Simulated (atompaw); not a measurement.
## What the settings do to the PAW (atompaw) potential of scandium

Base potential:

atompaw 4.2.0.5 input, output lines left out:

```
Sc 21
LDA-PW scalarrelativistic loggrid 1500 logderivrange -3 5 201
4 4 3 0 0 0
4 0 1.5
4 1 0
3 2 1
0 0 0
c
c
c
v
c
c
v
v
2
3.00 2.80 2.60 2.35
y
-0.2
n
y
0.4
n
y
0.15
n
custom polynom vanderbiltortho sinc
bessel
3.00
3.00
3.00
3.00
1.30
3.00
```

All-electron outer shells of the reference configuration (LDA (PW92), scalar-relativistic, ld1.x):

```tsv
shell	level (eV)	outermost node (bohr)	outermost maximum (bohr)
3p	-36.92	0.39	0.97
4s	-7.03	1.33	2.98
3d	-6.66	–	1.10
4p	-3.89	1.48	3.74
```

Cutoffs, loose and tight: the cutoffs (Ry, on a coarse ladder) from which the occupation-weighted sum of valence levels, in a spherical-Bessel basis at the reference potential, stays within 10 and 1 mRy of its value at 400 Ry. They see the waves, projectors and local potential, not the compensation charge or the core. A dash means not determined.

A true bound ghost makes a file unfit for plane-wave use even where its test errors are small: the radial tests pick states by their node count and pass the ghost by.

```csv
change,outcome,"cutoff, loose","cutoff, tight",bound ghosts
base,generated,45 Ry,55 Ry,none
reference 3d1.5 4s1.5 4p0,generated,45 Ry,70 Ry,none
"augmentation sinc compensation charge, radius 1.42 bohr; PAW radius 3.00 bohr; waves and projectors: custom polynom vanderbiltortho",generated,45 Ry,55 Ry,none
"core [Ne] 3s2, valence charge 9; reference 3p6 3d1.5 4s1.5 4p0; waves now 4s (bound): rc 3.00 bohr; 4s channel at 0.1 Ry: rc 3.00 bohr; 3p (bound): rc 1.80 bohr; 4p (bound): rc 3.00 bohr; 3d (bound): rc 1.65 bohr; 3d channel at 0.7 Ry: rc 1.65 bohr; local potential bessel scheme, radius 1.95 bohr; core correction smooth core density matched at 2.25 bohr; augmentation sinc compensation charge, radius 2.90 bohr; PAW radius 3.00 bohr; waves and projectors: custom polynom vanderbiltortho",generated,35 Ry,50 Ry,s
"local potential bessel scheme, radius 2.24 bohr",generated,45 Ry,55 Ry,"p, s"
core correction smooth core density matched at 2.22 bohr,generated,45 Ry,55 Ry,none
```

(1) What comes out with this change to the base: all radii scaled by about 1.11 (s 3.34, p 3.34, d 1.44 bohr); local potential bessel scheme, radius 2.90 bohr; augmentation sinc compensation charge, radius 3.12 bohr; PAW radius 3.34 bohr; waves and projectors: custom polynom vanderbiltortho; core correction smooth core density matched at 2.62 bohr?

(2) What comes out with this change to the base: augmentation sinc compensation charge, radius 2.80 bohr; PAW radius 3.00 bohr; waves and projectors: custom polynom2 7 10 vanderbiltortho?

Results:

(1) outcome: generated; cutoff, loose: 40 Ry; cutoff, tight: 50 Ry; bound ghosts: none.

(2) outcome: generated; cutoff, loose: 50 Ry; cutoff, tight: 300 Ry; bound ghosts: none.
